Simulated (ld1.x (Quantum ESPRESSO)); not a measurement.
Si (Z = 14): excitation energies, all-electron against TM

| Item | Value |
| --- | --- |
| Element | silicon (Si) |
| Generator | ld1.x (Quantum ESPRESSO) 7.5 |
| Type | norm-conserving Troullier–Martins (Kleinman–Bylander form) |
| Functional | PBE |
| Relativity | scalar-relativistic |
| Frozen core | [Ne] |
| Valence charge | 4 |
| Reference configuration | 3s2 3p2 |
| Partial waves | 3s (bound): rc 1.55 bohr; 3p (bound): rc 1.95 bohr; 3d channel at 0.1 Ry: rc 1.65 bohr |
| Local potential | the d channel |
| Core correction | none |

Energies are relative to the spin-unpolarised reference configuration 3s2 3p2; without spin polarisation the order of configurations can differ from experiment.

| valence configuration | charge | ΔE all-electron (eV) | error AE − PS (meV) |
| --- | --- | --- | --- |
| 3s1 3p0 | +3 | 57.704 | +138 |
| 3s2 3p1.5 | +0.5 | 2.921 | +0.5 |
| 3s1 3p3 | 0 | 6.814 | +3.2 |
| 3s0 3p4 | 0 | 13.778 | +11 |
| 3s1 3p2 | +1 | 15.171 | +9.9 |

(1) What are ΔE and the potential's error for 3s2 3p0?

(2) What are ΔE and the potential's error for 3s2 3p1?

Levels in the configuration 3s1 3p2:

```csv
level,all-electron (eV),pseudo (eV)
3s,-19.767,-19.742
3p,-12.287,-12.274
```

Answers

(1) ΔE = 23.733 eV all-electron; the error (AE − PS) is +34 meV.

(2) ΔE = 7.740 eV all-electron; the error (AE − PS) is +3.8 meV.
